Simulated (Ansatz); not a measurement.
One change: `C[BH][AlH][OH]` becomes `C[BH][AlH][AlH2]`.

Ansatz, PBE0-D4/def2-TZVP geometries, multiplicity 1. Each molecule was computed in one conformer, which needn't be the lowest.

```json
{"property": "HOMO–LUMO gap (ωB97M-V/def2-TZVPP) / eV", "`C[BH][AlH][OH]`": "9.35"}
{"property": "zero-point energy (PBE0-D4/def2-TZVP) / kJ/mol", "`C[BH][AlH][OH]`": "179.6"}
{"property": "size of the dipole moment (B3LYP/def2-TZVPP) / D", "`C[BH][AlH][OH]`": "0.50"}
{"property": "HOMO energy (B3LYP/def2-TZVPP) / eV", "`C[BH][AlH][OH]`": "-6.86"}
{"property": "LUMO energy (PBE/def2-TZVPP) / eV", "`C[BH][AlH][OH]`": "-2.73"}
{"property": "HOMO energy (PBE0/def2-TZVPP) / eV", "`C[BH][AlH][OH]`": "-7.03"}
```

Problem. Give the same properties after the change, and the shifts. (An estimate is asked.)

Solution. Computed: 
```csv
property,`C[BH][AlH][AlH2]`,shift
HOMO–LUMO gap (ωB97M-V/def2-TZVPP) / eV,7.83,-1.52
zero-point energy (PBE0-D4/def2-TZVP) / kJ/mol,177.4,-2.2
size of the dipole moment (B3LYP/def2-TZVPP) / D,1.24,0.74
HOMO energy (B3LYP/def2-TZVPP) / eV,-6.22,0.64
LUMO energy (PBE/def2-TZVPP) / eV,-2.93,-0.20
HOMO energy (PBE0/def2-TZVPP) / eV,-6.40,0.63
```

With PBE0 the HOMO rises by 0.63 eV and the LUMO falls by 0.40 eV, so the gap narrows by about 1.03 eV. PBE moves the HOMO by 0.44 eV and ωB97M-V by 0.87 eV. The zero-point energy changes by -2.2 kJ/mol with +3 modes. Dipoles are sizes alone; their direction can turn.

B3LYP here is the variant with VWN-RPA as its local correlation; programs differ in this.
